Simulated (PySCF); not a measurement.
Ti(F)4 cation (F4Ti), SMILES [F][Ti]([F])([F])[F] (connectivity only; charge and spin as stated), charge +1, multiplicity 2.

Geometry optimised at TPSSh-D3(BJ)/def2-SVP. The multiplicity is an assumed one; other spin states were not compared. The isomer is the one that the SMILES or the coordinates give; other isomers of the formula were not compared.

Computed with TDA-PBE0/def2-SVPD (PySCF).

Vertical excitations. Gas-phase values at a fixed geometry.

Computed excitation energies, oscillator strengths and character:
```
state    energy (eV)  λ (nm)      f                                                   main pairs
-------  -----------  ------  -----  -----------------------------------------------------------
root 1          1.47     845  0.000                       β HOMO−2→LUMO 85 %, β HOMO−6→LUMO 14 %
root 2          2.30     539  0.000                       β HOMO−5→LUMO 75 %, β HOMO−9→LUMO 19 %
root 3          2.72     456  0.002                      β HOMO−4→LUMO 50 %, β HOMO−10→LUMO 40 %
root 4          2.72     455  0.000                       β HOMO−8→LUMO 58 %, β HOMO−3→LUMO 40 %
root 5          3.57     347  0.000                                             β HOMO→LUMO 96 %
root 6          3.88     319  0.061                                           β HOMO−1→LUMO 87 %
root 7          4.22     293  0.001                       β HOMO−3→LUMO 59 %, β HOMO−8→LUMO 40 %
root 8          4.40     282  0.000                       β HOMO−6→LUMO 85 %, β HOMO−2→LUMO 14 %
root 9          4.73     262  0.061  β HOMO−4→LUMO 37 %, β HOMO−7→LUMO 27 %, β HOMO−10→LUMO 24 %
root 10         5.08     244  0.003                      β HOMO−7→LUMO 64 %, β HOMO−10→LUMO 32 %
```
Unrestricted roots are not spin-pure.
